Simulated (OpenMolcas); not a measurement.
A run on Pt3+ among 5 point charges of -1.5 e arranged as a square pyramid (C4v), 2.09 Å from the ion, with the axial distance 2.696 Å.

```
Program             : OpenMolcas
Method              : CASSCF
Basis               : ANO-RCC-VTZP [8s7p5d3f1g]
Scalar Hamiltonian  : DKH2, point nucleus
Active space        : 7 electrons in 5 orbitals (5d)
State averaging     : 2S+1 = 4 even, 10 roots; 2S+1 = 2 even, 40 roots
Spin-orbit coupling : state interaction with AMFI integrals over the reference wave functions
```

84 basis functions. Blocks (2S+1, parity, CSFs, roots kept): 4, even, 10, 10; 2, even, 40, 40.

**Question.** How long do the RASSCF and RASSI steps take on 1 thread of Arm Neoverse V2 (shared host)?

**Answer.** About 14 s of wall time, without the integral step.
